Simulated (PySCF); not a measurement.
Correlation energy of Hg⁶²⁺ (mercury, charge +62)

Starting occupation: [Ar]. Computed with PySCF 2.14 in an uncontracted even-tempered set (17 s from 7 bohr⁻², ratio 2.6; 14 p from 9.1 bohr⁻², ratio 2.6; 5 d from 9.3 bohr⁻², ratio 2.8; 3 f from 140 bohr⁻², ratio 2.8), with X2C-1e with screened-nucleus spin-orbit coupling, Gaussian nucleus. Frozen: [Ne]; 8 electrons correlated; the 60 highest virtual spinors left out.

MP2 pair energies summed by pair of shells (mhartree):

```json
{"pair": "3p3/2-3p3/2", "energy": "-204.18", "share (%)": "44.0"}
{"pair": "3p1/2-3p3/2", "energy": "-163.79", "share (%)": "35.3"}
{"pair": "3p1/2-3p1/2", "energy": "-40.78", "share (%)": "8.8"}
{"pair": "3p3/2-3s1/2", "energy": "-25.63", "share (%)": "5.5"}
{"pair": "3s1/2-3s1/2", "energy": "-15.22", "share (%)": "3.3"}
{"pair": "3p1/2-3s1/2", "energy": "-14.52", "share (%)": "3.1"}
```

Total MP2 correlation energy: -464.13 mhartree.

The virtual space was cut to 54 spinors, which keep -448.96 of the -464.13 mhartree of MP2 correlation.

| level | correlation energy (mhartree) |
| --- | --- |
| CCSD | -487.31 |
| (T) | -1.35 |
| CCSD(T) | -488.66 |

Diagnostics: T1 = 0.00014, largest double amplitude 0.032.

Q: Is a single reference adequate?

A: Yes: T1 lies below 0.03 and no double amplitude reaches 0.07.

The coupled-cluster values are those of the cut space; adding the MP2 remainder, -15.17 mhartree, estimates the full space.

At this charge the one-electron X2C treatment keeps the bare 1/r₁₂, with no two-electron picture change or Breit term. The effect here is smaller than on the frozen 1s shell.
